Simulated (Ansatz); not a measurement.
`CC(N)=O` + `[O]=[W](=[O])([OH])[F]` → `C[O][W](=[O])(=[O])[F]` + `NC=O`  (substitution at a C–C bond)

Calculated with Ansatz (gas phase, PBE0-D4/def2-TZVP geometries, no zero-point term in ΔE). CCSD(T)/CBS is the MP2 limit (def2-TZVPP, def2-QZVPP) plus CCSD(T) − MP2 in def2-TZVPP, frozen cores. This one scheme is used for every species. Functionals use def2-TZVPP. HSE06 is defined as in plane-wave codes. Elements past krypton have def2 core potentials. For W outer-core shells are correlated without core-valence functions, which leaves a few kJ/mol of doubt a bond. One conformer a species, not always the lowest.

| species | HSE06 energy (Eh) |
| --- | --- |
| `CC(N)=O` | -209.05687 |
| `[O]=[W](=[O])([OH])[F]` | -393.22374 |
| `C[O][W](=[O])(=[O])[F]` | -432.48428 |
| `NC=O` | -169.77086 |

Question: Work out ΔE.

Answer: ΔE = (-432.48428) + (-169.77086) − (-209.05687) − (-393.22374) = 0.02547 Eh = +66.9 kJ/mol. CCSD(T)/CBS gives +67.6 kJ/mol.

Largest T1 diagnostic among the species: 0.023, so the coupled-cluster value is less sure than usual.

At CCSD(T), def2-SVP lies −17.4 kJ/mol from the extrapolated value and def2-TZVPP −4.2 kJ/mol. From BLYP to BHLYP (50 % exact exchange), in def2-TZVPP and without D4, ΔE moves by +8.3 kJ/mol.
